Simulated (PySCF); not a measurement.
**MMg cations for M along group 15**

PBE0 with double-zeta basis sets in PySCF, for the lowest determinant that a PBE0 search found; no spin–orbit coupling. De refers to high-spin ground-configuration atoms (the charge goes to the atom of lower measured ionisation energy or higher electron affinity, which is not always the lowest computed limit). A positive dipole points towards Mg; it is taken about the centre of mass and depends on that origin.

```
 M                       basis  charged atom  state (unpaired electrons)  Re (Å)  ωe (cm⁻¹)  De (eV)  μ (D)
 P                    def2-SVP           Mg+              triplet (π ↑↑)   2.487        337     1.43   7.08
As  aug-cc-pVDZ/aug-cc-pVDZ-PP           Mg+              triplet (π ↑↑)   2.558        285     1.51   8.46
Sb                  x2c-SVPall           Mg+              triplet (π ↑↑)   2.764        245     1.67   8.97
Bi                    def2-SVP           Bi+              triplet (π ↑↑)   2.838        223      n/a   9.15
```

The shortest bond is that of MgP⁺ (2.487 Å), the longest that of MgBi⁺ (2.838 Å).

The rows differ in basis set, which adds steps of its own.

Down a group the atoms grow and get heavier, so bonds lengthen and wavenumbers fall; this series shows no clear exception.

Spin–orbit coupling is left out, which matters for elements this heavy, above all for dissociation energies. For an ion De counts to the pair picked by the measured ionisation energies or electron affinities, which need not be the lowest pair at this level. States were picked by a PBE0 search and need not be the measured ground states.
